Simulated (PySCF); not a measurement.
Radial density of Sc²⁺ (scandium, charge +2)

PBE, [Ar] 3d1, 2D determinant. Calculation: PySCF 2.14, in cc-pVDZ-DK; scalar relativity by spin-free X2C-1e.

```
r (bohr)  4πr²ρ (e/bohr)  4πr²(ρα − ρβ)
 0.00131          0.1677         0.0000
 0.00220          0.4303         0.0000
 0.00370           1.081         0.0000
 0.00622           2.617         0.0000
  0.0105           5.950         0.0000
  0.0176           12.10        -0.0001
  0.0296           20.29        -0.0001
  0.0498           24.87        -0.0001
  0.0838           20.56        -0.0001
   0.141           19.40         0.0021
   0.237           26.37         0.0244
   0.399           14.85         0.1378
   0.671           7.096         0.4174
    1.13           8.094         0.6046
    1.90           1.869         0.3587
    3.19          0.1007         0.0675
    5.37        0.002327         0.0022
    9.03       7.068e-05         0.0000
```

Densities and radii are taken from the X2C orbitals without a picture-change correction, which distorts them close to the nucleus.
